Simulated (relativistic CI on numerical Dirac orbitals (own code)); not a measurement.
**Level scheme of Pb73+**

Calculated at this level of theory: Dirac-Coulomb-Breit CI, orbitals from a KLI potential per configuration, QED by a radiative potential, unscaled Slater integrals (own radial code, finite nucleus).

Configurations in the expansion (outside the closed core 1s2): 2s2 2p5, 2s 2p6, 2s2 2p4 3s, 2p6 3s, 2s2 2p4 3p, 2p6 3p, 2p6 3d, 2s2 2p4 3d, 2s 2p5 3s, 2s 2p5 3p, 2s 2p5 3d, 2s2 2p4 4s, 2s2 2p4 4p, 2s2 2p4 4d, 2s2 2p4 4f, 2s2 2p3 3s2, 2s2 2p3 3s 3p, 2s2 2p4 5s, 2s 2p5 4s, 2s2 2p3 3s 3d, 2s2 2p4 5p, 2s2 2p3 3p2, 2s2 2p4 5d, 2s2 2p4 5f, 2s2 2p4 5g, 2s 2p5 4p, 2s 2p5 4d, 2s2 2p3 3p 3d, 2s 2p5 4f, 2s 2p4 3s2, 2s2 2p3 3d2, 2s 2p4 3s 3p, 2s 2p4 3s 3d, 2s 2p4 3p2, 2s 2p5 5s, 2s 2p4 3p 3d. Levels of other configurations are missing.

| No. | Configuration | Term | J | E (eV) | % | Next component (%) | Landé g | jj configuration (%) |
| --- | --- | --- | --- | --- | --- | --- | --- | --- |
| 41 | 2s 2p5 3p | 2D | 3/2 | 13423.2 | 58 | 21 4D | 0.973 | 2s 2p3/2^3 3p1/2 (100) |
| 42 | 2s2 2p4 3p | 4D° | 5/2 | 13467.3 | 55 | 31 4P° | 1.392 | 2p1/2 2p3/2^3 3p3/2 (100) |
| 43 | 2s2 2p4 3p | 2P° | 1/2 | 13473.0 | 38 | 28 4P° | 1.505 | 2p1/2 2p3/2^3 3p3/2 (99) |
| 44 | 2s2 2p4 3p | 2D° | 3/2 | 13474.2 | 53 | 24 4P° | 1.195 | 2p1/2 2p3/2^3 3p3/2 (100) |
| 45 | 2s2 2p4 3p | 2F° | 7/2 | 13483.9 | 68 | 32 4D° | 1.200 | 2p1/2 2p3/2^3 3p3/2 (100) |
| 46 | 2s2 2p4 3p | 2P° | 3/2 | 13492.8 | 41 | 29 2D° | 1.307 | 2p1/2 2p3/2^3 3p3/2 (99) |
| 47 | 2s2 2p4 3p | 2D° | 5/2 | 13498.7 | 69 | 15 2F° | 1.171 | 2p1/2 2p3/2^3 3p3/2 (100) |
| 48 | 2s2 2p4 3p | 2P° | 1/2 | 13562.1 | 87 | 8 4D° | 0.609 | 2p1/2 2p3/2^3 3p3/2 (100) |
| 49 | 2s2 2p4 3d | 4D | 1/2 | 13627.2 | 81 | 15 2P | 0.165 | 2p1/2 2p3/2^3 3d3/2 (100) |
| 50 | 2s2 2p4 3d | 4F | 3/2 | 13640.0 | 38 | 30 4D | 0.895 | 2p1/2 2p3/2^3 3d3/2 (99) |
| 51 | 2s2 2p4 3d | 4F | 5/2 | 13645.2 | 57 | 23 2F | 0.999 | 2p1/2 2p3/2^3 3d3/2 (100) |
| 52 | 2s2 2p4 3d | 2G | 7/2 | 13651.0 | 61 | 24 2F | 0.972 | 2p1/2 2p3/2^3 3d3/2 (100) |
| 53 | 2s2 2p4 3d | 4P | 1/2 | 13673.5 | 34 | 33 2P | 1.717 | 2p1/2 2p3/2^3 3d3/2 (98) |
| 54 | 2s2 2p4 3d | 2F | 5/2 | 13675.6 | 46 | 32 2D | 1.051 | 2p1/2 2p3/2^3 3d3/2 (100) |
| 55 | 2s2 2p4 3d | 2D | 3/2 | 13681.5 | 35 | 33 2P | 1.174 | 2p1/2 2p3/2^3 3d3/2 (99) |
| 56 | 2s2 2p4 3d | 4D | 7/2 | 13777.8 | 44 | 41 4F | 1.285 | 2p1/2 2p3/2^3 3d5/2 (99) |
| 57 | 2s2 2p4 3d | 2F | 5/2 | 13793.7 | 45 | 31 4P | 1.159 | 2p1/2 2p3/2^3 3d5/2 (100) |
| 58 | 2s2 2p4 3d | 2P | 3/2 | 13794.1 | 46 | 20 4P | 1.283 | 2p1/2 2p3/2^3 3d5/2 (100) |
| 59 | 2s2 2p4 3d | 2G | 9/2 | 13798.0 | 68 | 32 4F | 1.152 | 2p1/2 2p3/2^3 3d5/2 (100) |
| 60 | 2s2 2p4 3d | 2D | 5/2 | 13809.2 | 63 | 20 4P | 1.209 | 2p1/2 2p3/2^3 3d5/2 (99) |
| 61 | 2s2 2p4 3d | 2F | 7/2 | 13816.2 | 74 | 12 4F | 1.131 | 2p1/2 2p3/2^3 3d5/2 (100) |
| 62 | 2s2 2p4 3d | 2D | 3/2 | 13842.0 | 64 | 23 2P | 0.907 | 2p1/2 2p3/2^3 3d5/2 (98) |
| 63 | 2s2 2p4 3d | 2P | 1/2 | 13848.4 | 63 | 34 2S | 1.166 | 2p1/2 2p3/2^3 3d5/2 (98) |
| 64 | 2s 2p5 3p | 4D | 7/2 | 13954.5 | 99 |  | 1.393 | 2s 2p3/2^3 3p3/2 (99) |
| 65 | 2s 2p5 3p | 2P | 3/2 | 13963.6 | 56 | 30 4S | 1.442 | 2s 2p3/2^3 3p3/2 (100) |
| 66 | 2s 2p5 3p | 4P | 5/2 | 13971.0 | 57 | 40 2D | 1.396 | 2s 2p3/2^3 3p3/2 (100) |
| 67 | 2s 2p5 3p | 2P | 1/2 | 13996.2 | 46 | 43 2S | 1.252 | 2s 2p3/2^3 3p3/2 (100) |
| 68 | 2s 2p5 3p | 2D | 5/2 | 14058.9 | 69 | 21 4D | 1.249 | 2s 2p3/2^3 3p3/2 (100) |
| 69 | 2s 2p5 3p | 2P | 3/2 | 14067.3 | 53 | 29 2D | 1.243 | 2s 2p3/2^3 3p3/2 (100) |
| 70 | 2s 2p5 3p | 2S | 1/2 | 14101.9 | 56 | 23 2P | 1.757 | 2s 2p3/2^3 3p3/2 (99) |

Energies count from the lowest computed level; ° marks odd parity. Filled j subshells are mostly left out of the jj labels.

The mean weight of the leading LS term, summed over parents, in these 30 levels is 57 %, and that of the leading jj configuration (from the same eigenvectors) 99 %, so jj coupling describes them better and the LS labels are nominal.

At this charge energies of transitions that change n are usually good to better than 1 %, and those within a shell (Δn = 0) to a few per cent.

LS names give the leading component of a level, which can be under half, so a name can repeat, a term be missing and a line seem to break the LS rules.
